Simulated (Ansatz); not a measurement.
Reaction (formal exchange of groups at the Sn–Al bond): `[OH][Al]([SiH3])[SnH3]` + `CCOC=O` → `CC[O][SnH3]` + `O=[CH][Al]([OH])[SiH3]`

Gas-phase electronic energies from Ansatz, PBE0-D4/def2-TZVP geometries. CCSD(T)/CBS is the MP2 limit (def2-TZVPP, def2-QZVPP) plus CCSD(T) − MP2 in def2-TZVPP, frozen cores. DFT in def2-TZVPP. Elements past krypton have def2 core potentials. For Sn outer-core shells are correlated without core-valence functions, which leaves a few kJ/mol of doubt a bond. Each species was taken in one conformer, which may not be the lowest.

`[OH][Al]([SiH3])[SnH3]`:

```xyz
11

O    -1.340   -0.787    1.734
Al   -0.326   -0.195    0.506
Si    1.771    0.959    1.080
Sn   -1.248   -0.650   -1.941
H    -1.150   -0.699    2.668
H     1.973    1.097    2.552
H     1.798    2.328    0.489
H     2.945    0.221    0.530
H    -1.574   -2.307   -2.217
H    -0.142   -0.161   -3.153
H    -2.705    0.194   -2.248
```

`CCOC=O`:

Cartesian coordinates in Å:
```
C -0.401 1.110 -0.694
C -0.212 -0.386 -0.675
O -0.443 -0.927 0.637
C 0.587 -0.899 1.477
O 1.682 -0.476 1.244
H -0.290 1.482 -1.715
H 0.344 1.604 -0.069
H -1.398 1.380 -0.338
H 0.794 -0.662 -0.996
H -0.942 -0.890 -1.309
H 0.279 -1.337 2.439
```

`CC[O][SnH3]`:

Cartesian coordinates in Å:
```
C -1.249 -0.135 1.580
C -0.013 -0.155 0.712
O -0.370 0.192 -0.605
Sn 1.031 0.261 -1.984
H -1.988 -0.845 1.204
H -1.002 -0.403 2.611
H -1.699 0.860 1.577
H 0.445 -1.157 0.747
H 0.733 0.548 1.118
H 2.177 1.430 -1.494
H 0.192 0.694 -3.396
H 1.742 -1.291 -2.070
```

`O=[CH][Al]([OH])[SiH3]`:

Z-matrix (Å, degrees):
```
Si
Al 1 2.442
H 1 1.489 2 111.7
H 1 1.490 2 110.5 3 120.4
H 1 1.490 2 110.5 3 -120.4
C 2 2.025 1 117.3 3 179.5
O 2 1.695 1 120.3 3 -0.6
O 6 1.213 2 114.5 1 0.4
H 6 1.120 2 127.6 1 -179.6
H 7 0.955 2 126.5 1 -179.9
```

(1) Is it downhill or uphill in electronic energy at CCSD(T)/CBS, and by how much? (Best estimate.)

(2) What do these levels give: PBE0-D4, ωB97X-V, CCSD(T)/def2-TZVPP, MP2/def2-QZVPP, SCS-MP2/def2-QZVPP, MP2/CBS(def2)? (Estimate.)

Largest T1 diagnostic among the species: 0.016.

Answers

(1) The calculation gave: Uphill: ΔE = +97.0 kJ/mol.

(2) Computed: PBE0-D4 122.4, ωB97X-V 104.6, CCSD(T)/def2-TZVPP 102.0, MP2/def2-QZVPP 98.9, SCS-MP2/def2-QZVPP 90.2, MP2/CBS(def2) 97.9 kJ/mol.

From PBE to PBE0 (25 % exact exchange), in def2-TZVPP and without D4, ΔE moves by +3.4 kJ/mol.
